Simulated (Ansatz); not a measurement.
`Cl[SiH](Br)Br` + NH₃ → `N[SiH](Cl)Br` + HBr  (ligand exchange at the Si–Br bond)

Program: Ansatz. Geometries: PBE0-D4/def2-TZVP. ΔE: electronic, gas phase. CCSD(T)/CBS is the MP2 limit (def2-TZVPP, def2-QZVPP) plus CCSD(T) − MP2 in def2-TZVPP, frozen cores. This one scheme is used for every species. DFT in def2-TZVPP. HSE06 is defined as in plane-wave codes. For Br outer-core shells are correlated without core-valence functions, which leaves a few kJ/mol of doubt a bond. Scalar relativity is left out up to krypton. One conformer a species, not always the lowest.

`Cl[SiH](Br)Br`:

```xyz
5

Cl    1.982    0.150    0.372
Si    0.019   -0.076   -0.105
Br   -0.868    1.887   -0.534
Br   -1.042   -1.032    1.565
H    -0.092   -0.928   -1.299
```

NH₃:

Cartesian coordinates in Å:
```
N 0.250 0.001 -0.130
H -0.360 -0.723 -0.490
H 0.346 -0.159 0.865
H -0.236 0.882 -0.245
```

`N[SiH](Cl)Br`:

Cartesian coordinates in Å:
```
N -0.586 -0.376 -0.888
Si 0.365 -0.020 0.467
Cl 2.218 0.509 -0.202
Br -0.381 1.656 1.729
H -0.567 0.230 -1.693
H -1.491 -0.802 -0.764
H 0.442 -1.196 1.351
```

HBr:

Cartesian coordinates in Å:
```
Br -0.261 0.355 0.557
H 0.261 -0.355 -0.557
```

```csv
level,ΔE (kJ/mol)
revPBE-D4,28.8
B97M-V,23.5
HSE06-D4,27.9
BHLYP-D4,22.0
ωB97M-V,22.6
PBE0,26.4
MP2/def2-SVP,19.0
CCSD/def2-SVP,14.8
```

(1) What does CCSD(T)/CBS give? (Estimate.)

Largest T1 diagnostic among the species: 0.008.

## Answers

(1) Computed: +26.6 kJ/mol. The listed levels differ from it by 2.2, -3.1, 1.3, -4.6, -4.0, -0.2, -7.6, -11.8 kJ/mol.

Leaving LDA and LC-ωPBE aside and taking each functional with its dispersion term where it has one, the values, not all of them listed here, spread over 13.1 kJ/mol, from CAM-B3LYP-D4 to PBE-D4. LDA lies −9.1 kJ/mol from PBE without D4. At CCSD(T), def2-SVP lies −10.6 kJ/mol from the extrapolated value and def2-TZVPP −5.9 kJ/mol. In def2-TZVPP, CCSD(T) changes the Hartree–Fock value by +5.1 kJ/mol (the triples alone add +1.6 kJ/mol) and MP2 by +10.4 kJ/mol.

CCSD(T)/CBS has its own doubt, a few kJ/mol and more with outer-core shells, so smaller differences from it don't rank the levels.
